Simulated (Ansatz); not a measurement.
Computed with Ansatz on PBE0-D4/def2-TZVP structures; ΔE is electronic, products minus reactants. CCSD(T)/CBS adds triple-zeta CCSD(T) − MP2 to the extrapolated MP2 energy (def2 sets, frozen cores). Functionals use def2-TZVPP. HSE06 is defined as in plane-wave codes. One conformer a species, not always the lowest.

Reaction (isomerisation): `CBN(C)[SiH3]` → `BN([SiH3])CC`

| level | ΔE (kcal/mol) | difference from CCSD(T)/CBS |
| --- | --- | --- |
| LDA (SPW92) | 9.5 | 1.6 |
| BLYP-D4 | 8.2 | 0.3 |
| B97M-V | 9.6 | 1.7 |
| CAM-B3LYP-D4 | 8.2 | 0.3 |
| PBE-QIDH | 8.5 | 0.6 |
| PBE | 9.3 | 1.4 |
| revPBE | 9.3 | 1.4 |
| PBE0 | 9.1 | 1.2 |
| HSE06 | 9.1 | 1.2 |
| BHLYP | 8.4 | 0.5 |
| HF/def2-SVP | 7.2 | -0.7 |
| CCSD/def2-TZVPP | 7.7 | -0.2 |
| HF/def2-QZVPP | 7.1 | -0.8 |
| HF/CBS(def2) | 7.1 | -0.8 |
| MP2/CBS(def2) | 8.0 | 0.1 |
| CCSD/CBS(def2) | 7.9 | 0.0 |
| CCSD(T)/CBS | 7.9 | 0 |

Largest T1 diagnostic among the species: 0.012.

Leaving LDA and LC-ωPBE aside and taking each functional with its dispersion term where it has one, the values, not all of them listed here, spread over 1.8 kcal/mol, from ωB97X-V to B97M-V. At CCSD(T), def2-SVP lies −1.3 kcal/mol from the extrapolated value and def2-TZVPP −0.2 kcal/mol.

CCSD(T)/CBS has its own doubt, a few kJ/mol and more with outer-core shells, so smaller differences from it don't rank the levels.
